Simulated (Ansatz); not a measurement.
Consider the cleavage of the Si–Ge bond: `C[SiH2][GeH2][Cl]` + `C=CS` → `C=CS[SiH2]C` + `[Cl][GeH3]`.

Calculated with Ansatz (gas phase, PBE0-D4/def2-TZVP geometries, no zero-point term in ΔE). CBS: MP2 limit from def2 TZ/QZ plus the TZ coupled-cluster correction, frozen cores. This one scheme is used for every species. Functionals use def2-TZVPP. B3LYP here is the variant with VWN-RPA as its local correlation; programs differ in this. HSE06 is defined as in plane-wave codes. For Ge outer-core shells are correlated without core-valence functions, which leaves a few kJ/mol of doubt a bond. Scalar relativity is left out up to krypton. Each species was taken in one conformer, which may not be the lowest.

`C[SiH2][GeH2][Cl]`:

Z-matrix (Å, degrees):
```
C
Si 1 1.870
H 1 1.092 2 110.9
H 1 1.092 2 110.6 3 -120.2
H 1 1.092 2 110.1 3 119.8
Ge 2 2.382 1 109.5 3 -63.2
H 2 1.487 1 111.5 3 178.1
H 2 1.490 1 111.7 3 56.7
Cl 6 2.177 2 105.4 1 -50.9
H 6 1.539 2 114.6 1 64.4
H 6 1.538 2 115.7 1 -167.3
```

`C=CS`:

Z-matrix (Å, degrees):
```
C
C 1 1.327
H 1 1.082 2 120.2
H 1 1.084 2 122.3 3 -180.0
S 2 1.751 1 123.6 3 179.8
H 2 1.084 1 120.9 3 -0.0
H 5 1.340 2 96.7 1 179.1
```

`C=CS[SiH2]C`:

Z-matrix (Å, degrees):
```
Si
C 1 1.863
S 1 2.141 2 107.4
H 1 1.488 2 111.0 3 -121.1
H 1 1.489 2 112.0 3 118.3
H 2 1.092 1 110.9 3 -60.5
H 2 1.093 1 110.1 3 179.5
H 2 1.092 1 110.8 3 60.0
C 3 1.759 1 99.8 2 168.8
C 9 1.326 3 123.2 1 151.0
H 9 1.086 3 115.9 1 -32.4
H 10 1.084 9 122.0 3 -3.5
H 10 1.083 9 120.3 3 175.9
```

`[Cl][GeH3]`:

Cartesian coordinates in Å:
```
Cl -0.046 0.410 -1.951
Ge 0.004 -0.033 0.157
H 0.940 -1.231 0.344
H -1.431 -0.362 0.582
H 0.533 1.216 0.868
```

```csv
level,ΔE (kJ/mol),difference from CCSD(T)/CBS
revPBE-D4,-33.9,5.2
CAM-B3LYP-D4,-38.0,1.1
ωB97X-V,-38.8,0.3
B2PLYP,-39.4,-0.3
PBE-QIDH,-41.2,-2.1
PBE,-30.3,8.8
r2SCAN,-37.2,1.9
PBE0,-34.3,4.8
B3LYP,-34.7,4.4
r2SCAN0,-39.0,0.1
HSE06,-34.4,4.7
BHLYP,-40.1,-1.0
RPA@PBE/def2-TZVPP,-36.5,2.6
HF/def2-SVP,-44.1,-5.0
SCS-MP2/def2-TZVPP,-44.6,-5.5
HF/CBS(def2),-47.8,-8.7
CCSD(T)/CBS,-39.1,0
```

Largest T1 diagnostic among the species: 0.012.

From BLYP to BHLYP (50 % exact exchange), in def2-TZVPP and without D4, ΔE moves by −8.9 kJ/mol. Leaving LDA and LC-ωPBE aside and taking each functional with its dispersion term where it has one, the values, not all of them listed here, spread over 11.8 kJ/mol, from B97M-V to PBE-D4.

CCSD(T)/CBS has its own doubt, a few kJ/mol and more with outer-core shells, so smaller differences from it don't rank the levels.
